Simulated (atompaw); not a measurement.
# Reading a pseudo-wave (dysprosium)

Columns: radius, all-electron u(r) and pseudo u(r) of the 6p shell (level -1.21 eV) of dysprosium in the configuration [Kr] 4d10 4f10 5s2 5p6 5d0 6s2 6p0; LDA (PW92), scalar-relativistic, PAW (atompaw) scheme, atompaw 4.2.0.5.

```json
{"r (bohr)": "0.115", "all-electron": "-0.0343", "pseudo": "-0.0037"}
{"r (bohr)": "0.231", "all-electron": "-0.0355", "pseudo": "-0.0146"}
{"r (bohr)": "0.346", "all-electron": "0.0722", "pseudo": "-0.0314"}
{"r (bohr)": "0.462", "all-electron": "0.1009", "pseudo": "-0.0529"}
{"r (bohr)": "0.577", "all-electron": "0.0546", "pseudo": "-0.0765"}
{"r (bohr)": "0.692", "all-electron": "-0.0190", "pseudo": "-0.1003"}
{"r (bohr)": "0.808", "all-electron": "-0.0888", "pseudo": "-0.1220"}
{"r (bohr)": "0.923", "all-electron": "-0.1400", "pseudo": "-0.1391"}
{"r (bohr)": "1.038", "all-electron": "-0.1700", "pseudo": "-0.1502"}
{"r (bohr)": "1.154", "all-electron": "-0.1807", "pseudo": "-0.1539"}
{"r (bohr)": "1.269", "all-electron": "-0.1755", "pseudo": "-0.1496"}
{"r (bohr)": "1.385", "all-electron": "-0.1579", "pseudo": "-0.1371"}
{"r (bohr)": "1.500", "all-electron": "-0.1318", "pseudo": "-0.1172"}
{"r (bohr)": "1.615", "all-electron": "-0.0998", "pseudo": "-0.0908"}
{"r (bohr)": "1.731", "all-electron": "-0.0638", "pseudo": "-0.0591"}
{"r (bohr)": "1.846", "all-electron": "-0.0261", "pseudo": "-0.0241"}
{"r (bohr)": "1.962", "all-electron": "0.0126", "pseudo": "0.0133"}
{"r (bohr)": "2.077", "all-electron": "0.0507", "pseudo": "0.0508"}
{"r (bohr)": "2.192", "all-electron": "0.0879", "pseudo": "0.0879"}
{"r (bohr)": "2.308", "all-electron": "0.1240", "pseudo": "0.1240"}
{"r (bohr)": "2.423", "all-electron": "0.1581", "pseudo": "0.1581"}
{"r (bohr)": "2.538", "all-electron": "0.1903", "pseudo": "0.1903"}
{"r (bohr)": "2.654", "all-electron": "0.2208", "pseudo": "0.2208"}
{"r (bohr)": "2.769", "all-electron": "0.2489", "pseudo": "0.2489"}
{"r (bohr)": "2.885", "all-electron": "0.2751", "pseudo": "0.2751"}
{"r (bohr)": "3.000", "all-electron": "0.2991", "pseudo": "0.2991"}
```

(1) How many radial nodes do the two functions have?

(2) At about which radius was the pseudo-wave matched?

(3) Is the pseudo-wave norm-conserving?

Answers

(1) The all-electron 6p function has n − l − 1 = 4 (the table is too coarse to show those close to the nucleus); the pseudo-wave has 1, since 1 lower shell of the same l stays in the valence.

(2) 2.30 bohr. The columns agree to 0.0005 from 2.08 bohr on; several derivatives are matched, so the curves merge somewhat inside the radius.

(3) No, it belongs to a PAW set: the norm inside the radius is not constrained, and the difference is carried by the augmentation charge.
